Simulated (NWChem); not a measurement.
System: TeBr₂; SMILES [Te](Br)Br

This build's default masses of Se (78.918 u) and Br (79.917 u) are each other's, which moves their modes by up to 0.6 %. def2 effective core potentials on Te; no spin-orbit coupling.

Problem. Give the equilibrium geometry at PBE0/def2-SVP with def2 effective core potentials on Te (NWChem) as an XYZ file, with the point group.

Solution. point group C2v; any orientation.
```
3

Te     0.0000     0.0000     0.9108
Br    -1.9311     0.0000    -0.6834
Br     1.9311     0.0000    -0.6834
```
